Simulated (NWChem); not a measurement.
System: C₂H₆BO₃, doublet; SMILES COB([O])OC

NWChem input:

```
start job
memory heap 200 mb stack 900 mb global 1100 mb
geometry units angstroms noautosym nocenter noautoz
  C     -0.774919    -2.140143    -0.000909
  O     -0.749220    -0.715002     0.000189
  B      0.419236     0.000716     0.000008
  O      1.610819    -0.687867    -0.000249
  O      0.451220     1.356944     0.000086
  C     -0.741494     2.136069     0.000687
  H     -0.284184    -2.546581     0.890648
  H     -0.282986    -2.545277    -0.892387
  H     -1.824350    -2.444690    -0.001825
  H     -0.744067     2.773290     0.891304
  H     -0.744293     2.774244    -0.889239
  H     -1.638207     1.510084     0.000466
end
basis spherical
  * library 6-31g*
end
dft
  odft
  mult 2
  xc pbe0
  iterations 150
end
property
  efieldgrad
end
task dft property
```

Geometry: optimised at B3LYP/6-31G* (spherical d), spin-unrestricted. No stability test was run on the SCF state.

Vzz is the largest principal value of the second derivative of the potential at the nucleus (NWChem prints the opposite sign); η is the asymmetry. Non-relativistic.

Atoms are numbered as in the input.

### Question
Give the results of this calculation. (PBE0/6-31G* (spherical d), spin-unrestricted.) Quantities: Vzz O2 (a.u.); η O2; Vzz B3 (a.u.); η B3; Vzz O4 (a.u.); η O4; Vzz O5 (a.u.); η O5.

### Answer
```yaml
Vzz O2 (a.u.): 1.498
"η O2": 0.42
Vzz B3 (a.u.): 0.227
"η B3": 0.22
Vzz O4 (a.u.): 2.184
"η O4": 0.47
Vzz O5 (a.u.): 1.548
"η O5": 0.25
```
